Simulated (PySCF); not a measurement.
**Nuclear quadrupole coupling in `CN(C)c1pc(F)cs1`**

Compound: C5H7FNPS.
Geometry (GFN2-xTB, Å), atoms numbered from 1 in this order:
```xyz
16
C5H7FNPS angstrom
C     -1.7282    1.1556   -0.4178
N     -1.0166    0.0236    0.1145
C     -1.7182   -1.2019    0.3906
C      0.3327   -0.0331    0.0116
P      1.2798   -1.4322    0.4168
C      2.7846   -0.5596    0.0603
F      3.9663   -1.1866    0.2164
C      2.7486    0.7181   -0.3733
S      1.1742    1.3932   -0.5306
H     -1.3467    2.0739    0.0355
H     -1.6061    1.2383   -1.5038
H     -2.7862    1.0622   -0.1854
H     -2.7625   -0.9857    0.6033
H     -1.2690   -1.6840    1.2625
H     -1.6565   -1.9017   -0.4505
H      3.5961    1.3289   -0.6200
```

Field gradients from the PBE0/pcSseg-1 density (PySCF, non-relativistic), principal values in atomic units, ordered |Vxx| ≤ |Vyy| ≤ |Vzz|:

```json
{"atom": "N2", "Vxx": "0.5554", "Vyy": "0.5766", "Vzz": "-1.1320"}
{"atom": "S9", "Vxx": "-0.1526", "Vyy": "-1.8587", "Vzz": "2.0113"}
```

Find the asymmetry η = (Vxx − Vyy)/Vzz and the couplings χ = eQV/h (234.96 MHz × Q in barn × V in au), with Q(14N) = 0.02044 b, Q(33S) = −0.0678 b.

```tsv
atom	environment	nucleus	η	χzz (MHz)	χxx (MHz)	χyy (MHz)
N2	aniline-type nitrogen	14N	0.02	-5.44	2.67	2.77
S9	thiophene-type sulfur	33S	0.85	-32.04	2.43	29.61
```

The gradient is axial or nearly so (η below 0.05) at N2. 

What is Vzz at S9 in SI units (1 au = 9.71736 × 10²¹ V/m²)?

2.0113 au = 19.545 × 10²¹ V/m².

What couplings would deuterons (Q(2H) = 0.00286 b) have in place of the hydrogens, at this geometry?

| atom | bonded to | bond length (Å) | Vzz (au) | η | χzz (kHz) |
| --- | --- | --- | --- | --- | --- |
| H10 | C1 | 1.093 | 0.2947 | 0.07 | 198 |
| H11 | C1 | 1.096 | 0.2912 | 0.06 | 196 |
| H12 | C1 | 1.087 | 0.3084 | 0.08 | 207 |
| H13 | C3 | 1.087 | 0.3085 | 0.08 | 207 |
| H14 | C3 | 1.093 | 0.2928 | 0.07 | 197 |
| H15 | C3 | 1.096 | 0.2919 | 0.06 | 196 |
| H16 | C8 | 1.073 | 0.3450 | 0.11 | 232 |

Isolated species at its GFN2-xTB geometry, gas phase. GFN2-xTB bond lengths can be off by several hundredths of an ångström, more for odd bonds, and the gradients follow them. These gradients aren't converged with respect to the basis.
